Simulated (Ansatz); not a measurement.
Geometry optimisation, RKS PBE0-D4/def2-mTZVP in Ansatz 0.2.0.

The input (input.yaml):

```yaml
crystal:
  periodic: [false, false, false]
  atoms:
    - { symbol: Ge, position_ang: [0.214, 0.011757, -0.05351] }
    - { symbol: H, position_ang: [0.229174, -0.098077, 1.487] }
    - { symbol: H, position_ang: [1.665604, 0.043778, -0.560872] }
    - { symbol: H, position_ang: [-0.491262, 1.302197, -0.485324] }
    - { symbol: H, position_ang: [-0.489883, -1.210095, -0.657262] }
    - { symbol: "N", position_ang: [-2.556329, -0.10203, 1.389418] }
    - { symbol: H, position_ang: [-2.629558, -0.577224, 0.498755] }
    - { symbol: H, position_ang: [-2.653352, 0.89269, 1.225277] }
    - { symbol: H, position_ang: [-1.608995, -0.262995, 1.763819] }
basis:
  gaussian: { orbitals: def2-mTZVP }
hamiltonian:
  xc: pbe0
  dispersion: d4
relax:
  f_tol: 0.03
  max_steps: 50
```

Command:

```bash
$ ansatz run input.yaml --threads 1 --pin off --max-ram 2048MiB --backend cpu --events-out ev --progress --plain --runs-dir out
```

Task: Where does it end, and by what steps?

Result: The run converged. The force dipped under the threshold on the way, but the program's further checks kept it going. After 9 steps the energy has fallen by 0.176 eV; H9 moved furthest, 0.66 Å.

```json
{"step": "0", "energy less start (eV)": "0.0000", "largest force component (eV/Å)": "0.982", "accepted": "yes"}
{"step": "1", "energy less start (eV)": "-0.1229", "largest force component (eV/Å)": "0.306", "accepted": "yes"}
{"step": "2", "energy less start (eV)": "-0.1645", "largest force component (eV/Å)": "0.107", "accepted": "yes"}
{"step": "3", "energy less start (eV)": "-0.1415", "largest force component (eV/Å)": "0.659", "accepted": "no"}
{"step": "4", "energy less start (eV)": "-0.1698", "largest force component (eV/Å)": "0.077", "accepted": "yes"}
{"step": "5", "energy less start (eV)": "-0.1736", "largest force component (eV/Å)": "0.054", "accepted": "yes"}
{"step": "6", "energy less start (eV)": "-0.1731", "largest force component (eV/Å)": "0.228", "accepted": "no"}
{"step": "7", "energy less start (eV)": "-0.1748", "largest force component (eV/Å)": "0.014", "accepted": "yes"}
{"step": "8", "energy less start (eV)": "-0.1751", "largest force component (eV/Å)": "0.122", "accepted": "yes"}
{"step": "9", "energy less start (eV)": "-0.1757", "largest force component (eV/Å)": "0.017", "accepted": "yes"}
```

```xyz
9
Properties=species:S:1:pos:R:3
Ge 0.481 0.039 -0.164
H 0.623 -0.080 1.361
H 1.877 0.064 -0.805
H -0.266 1.336 -0.508
H -0.309 -1.164 -0.699
N -2.932 -0.066 1.486
H -2.895 -0.655 0.661
H -2.729 0.881 1.183
H -2.172 -0.355 2.092
```

Whether the end is a true minimum wasn't checked by a vibrational analysis.

The run took 27 s on 1 thread of Arm Neoverse V1 (shared host), peak memory 0.16 GiB.
